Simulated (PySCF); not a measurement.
## InC: frontier orbitals

M06-2X at R = 2.209 Å; basis In x2c-SVPall, C x2c-SVPall; spin-free X2C with a Gaussian nucleus; PySCF 2.14. State: ⁴Σ⁻ (quartet), unpaired electrons σ ↑, π ↑↑. Only the outer orbitals are listed, counted within each symmetry.

```tsv
spin	orbital	occ.	ε (eV)	on In (%)	main shells (%)
α	11σ	1	-17.37	16	83 C s, 9 In s
α	12σ	1	-10.41	65	64 In s, 26 C p, 9 C s
α	6π	1	-7.41	14	86 C p, 12 In p
α	6π	1	-7.41	14	86 C p, 12 In p
α	13σ	1	-7.08	49	51 C p, 26 In p, 23 In s
α	7π	0	-0.56	90	89 In p, 10 C p
α	7π	0	-0.56	90	89 In p, 10 C p
α	14σ	0	1.92	103	82 In p, 15 In s
β	11σ	1	-13.74	28	69 C s, 21 In s
β	12σ	1	-8.40	80	75 In s, 18 C s
β	6π	0	-1.85	83	83 In p, 17 C p
β	6π	0	-1.85	83	83 In p, 17 C p
β	13σ	0	-1.04	47	45 C p, 41 In p
```

Which are the highest filled and the lowest empty level, where do they sit, and how wide is the gap?

Highest filled α 13σ at -7.08 eV (in %: 51 C p, 26 In p, 23 In s); lowest empty β 6π at -1.85 eV (in %: 83 In p, 17 C p); the gap at M06-2X is 5.23 eV.

The bond order (Mayer) is 1.09 and the ⟨S²⟩ is 3.765. The charge on In (Mulliken, basis-dependent) is 0.38, the charge on In (Löwdin, basis-dependent) is 0.26 and the dipole moment (positive dipole means In(−)C(+)) is -2.89 D.

Shares are Mulliken populations and can fall outside 0 to 100 %.

Spin–orbit coupling is left out. The state was picked by a PBE0 search and need not be the measured ground state.
